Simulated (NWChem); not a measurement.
HfO$_{2}$; SMILES [O]=[Hf]=[O]

Computed with NWChem. Coordinates come from a PBE0/def2-SVP optimisation. def2 effective core potentials on Hf; no spin-orbit coupling. Level TPSS/def2-TZVP: single points from the atomic guess with DIIS by default; each run changes one setting, and all converged runs end within 0.3 mHa of each other.

Task: Which setting needs the most SCF iterations, or fails (no DIIS, 40 % damping; no level shifting; defaults; DIIS on 20 Fock matrices; core-Hamiltonian guess)?

Result: no DIIS, 40 % damping, which doesn't converge.
```json
[
 {"setting": "defaults", "SCF iterations": "11"},
 {"setting": "core-Hamiltonian guess", "SCF iterations": "13"},
 {"setting": "DIIS on 20 Fock matrices", "SCF iterations": "10"},
 {"setting": "no level shifting", "SCF iterations": "11"},
 {"setting": "no DIIS, 40 % damping", "SCF iterations": "not converged in 200"}
]
```
